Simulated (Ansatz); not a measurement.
CH₄AlFS, one more setting.

```yaml
crystal:
  periodic: [false, false, false]
  atoms:
    - {symbol: F, position_ang: [2.664438, 0.541766, 0.597806]}
    - {symbol: C, position_ang: [-0.137480, -0.290773, -0.473664]}
    - {symbol: Al, position_ang: [1.025186, 0.564337, 0.876559]}
    - {symbol: S, position_ang: [-1.801415, -0.176438, 0.052063]}
    - {symbol: H, position_ang: [0.169502, -1.344775, -0.573887]}
    - {symbol: H, position_ang: [0.496581, 1.277879, 2.141331]}
    - {symbol: H, position_ang: [0.054962, 0.164760, -1.465688]}
    - {symbol: H, position_ang: [-2.363852, -0.827015, -1.045900]}
basis:
  gaussian: {orbitals: cc-pVTZ}
magnetization: {spin_polarized: true, initial_magnetization: 0}
hamiltonian: {xc: {name: HF}}
correlation: {method: ccsd, electrons: outside_noble_gas}
```

```sh
$ ansatz run in.yaml --threads 2 --pin off --events-out ev --progress --plain --max-ram 4352MiB
```

It prints (some lines left out):

```
Functional definition: HF
1072 factors; integrals over basis functions are off by at most 1.1e-3 eV
mean field evaluation 1: about -21201.1095 eV, gradient 2.5e1 eV
mean field evaluation 2: about -21201.1187 eV, gradient 2.5e1 eV
mean field evaluation 4: about -21203.9177 eV, gradient 2.1e0 eV
mean field evaluation 8: about -21203.9608 eV, gradient 3.9e-4 eV
mean field -21203.96084469 eV, -779.2311884814 hartree, gradient 3.5e-6 eV, S^2 0.000000; 0 other end points of the search recorded, 0 dependent functions left out
12 core orbitals not correlated: weight in the atoms' cores, before any rotation towards them, 1.000 or more for the frozen orbitals, at most 0.000 for the correlated occupied ones
reference -21203.96084469 eV, -779.2311884814 hartree; 12, 12 occupied and 160, 160 virtual orbitals, 1072 factors
second order -18.63144834 eV of doubles, -0.00000000 eV of singles
cycle   1  -19.06799105 eV  change   -4.4e-1 eV  update   9.3e-2
cycle   2  -19.50452686 eV  change   -4.4e-1 eV  update   2.8e-2
cycle   3  -19.61066379 eV  change   -1.1e-1 eV  update   1.5e-2
cycle   4  -19.60612395 eV  change    4.5e-3 eV  update   3.2e-3
cycle   5  -19.60448003 eV  change    1.6e-3 eV  update   1.4e-3
cycle   6  -19.60466071 eV  change   -1.8e-4 eV  update   4.0e-4
cycle   7  -19.60451737 eV  change    1.4e-4 eV  update   1.6e-4
cycle   8  -19.60449285 eV  change    2.5e-5 eV  update   4.5e-5
cycle   9  -19.60451012 eV  change   -1.7e-5 eV  update   1.7e-5
Total energy: -21223.56535481 eV, -779.9516409399 hartree
```

Hardware: 2 threads of an Arm Neoverse V1 on a shared host. Wall time 6.5 min, peak host memory 2.1 GiB.
